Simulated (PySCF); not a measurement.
**Field gradients at the hydrogen positions**

Compound: C₅H₇F₃Si.
Atom-mapped SMILES: `[CH2:1]=[C:2]([CH2:3][SiH3:4])[C:5]([F:6])=[C:7]([F:8])[F:9]` (hydrogens: H10, H11 on C1; H12, H13 on C3; H14, H15, H16 on Si4)

Geometry (GFN2-xTB, Å), atoms numbered from 1 in this order:
```
atom  x, y, z in Å
C1    -0.0637    1.7370   -1.2181
C2     0.2766    0.7418   -0.3950
C3    -0.3386    0.5730    0.9514
Si4   -1.7493   -0.7252    0.9191
C5     1.2487   -0.2461   -0.8487
F6     1.6828   -0.1002   -2.1223
C7     1.7866   -1.2784   -0.1934
F8     1.5380   -1.6307    1.0623
F9     2.6714   -2.1119   -0.7282
H10    0.3589    1.8379   -2.2020
H11   -0.7789    2.4814   -0.9171
H12   -0.7554    1.5298    1.2648
H13    0.4074    0.2901    1.6903
H14   -1.2387   -2.0095    0.4446
H15   -2.2717   -0.8404    2.2790
H16   -2.7815   -0.2395    0.0018
```

Level: PBE0/pcSseg-1 (PySCF, non-relativistic); Q(2H) = 0.00286 b; rigid geometry, the same for H and D, with no vibrational averaging.

Problem. Rank these positions by the coupling χzz of a deuteron there, largest first.
A. H16 (Si–H hydrogen)
B. H13 (methylene hydrogen)
C. H10 (vinylic hydrogen)

Solution. C (225 kHz), B (210 kHz), A (109 kHz).

Problem. Give the electric field gradient Vzz (the principal value of largest size), its asymmetry and the 2H coupling at each hydrogen.

Solution. 
```csv
atom,bonded to,bond length (Å),Vzz (au),η,χzz (kHz)
H10,C1,1.076,0.3354,0.06,225
H11,C1,1.075,0.3400,0.06,228
H12,C3,1.090,0.3118,0.05,210
H13,C3,1.087,0.3132,0.06,210
H14,Si4,1.461,0.1637,0.03,110
H15,Si4,1.461,0.1641,0.01,110
H16,Si4,1.464,0.1622,0.01,109
```

Problem. Average by the element that carries the hydrogen.

Solution. on C: 218 kHz over 4 positions, mean bond length 1.082 Å; on Si: 110 kHz over 3 positions, mean bond length 1.462 Å.

Problem. A static deuteron (I = 1) shows a doublet split by (3/2)χ, (3/4)χ(1 + η) and (3/4)χ(1 − η) with the field along z, y and x of the gradient. What are these for H11?

Solution. With |χ| = 228.5 kHz and η = 0.062: 343, 182 and 161 kHz, to first order and without motion.

Isolated species at its GFN2-xTB geometry (one conformer only). GFN2-xTB bond lengths can be off by several hundredths of an ångström, more for odd bonds, and the gradients follow them. These gradients aren't converged with respect to the basis.
